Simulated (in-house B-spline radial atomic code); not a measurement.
# Br3+: [Ar] 3d10 4s2 4p1 5f1 (an excited or competing configuration)

Computed with a radial B-spline atomic code at the basis-set limit: non-relativistic wB97X, spin-polarised, spherical fractional occupations, exact exchange averaged over the configuration, point nucleus.

Effective charges: Z_r = [3n² - l(l+1)]/(2<r>) from the radius, Z_e = n√(-2ε) from the energy, and Slater's rules. Values are occupation-weighted means over spin.

```tsv
shell	electrons	ε (eV)	<r> (bohr)	Z_r	Z_e	Slater
1s	2	-13183	0.04368	34.34	31.13	34.70
2s	2	-1750.2	0.1936	31.00	22.68	30.85
2p	6	-1581.8	0.1671	29.92	21.57	30.85
3s	2	-288.72	0.561	24.06	13.82	23.75
3p	6	-229.47	0.5674	22.03	12.32	23.75
3d	10	-123.96	0.5824	18.03	9.06	13.85
4s	2	-65.676	1.538	15.61	8.79	9.00
4p	1	-52.182	1.701	13.52	7.83	9.00
5f	1	-9.3233	7.111	4.43	4.14	4.00
```

The least bound orbital is 5f up at -9.323 eV, and it is also the most diffuse (<r> = 7.111 bohr).
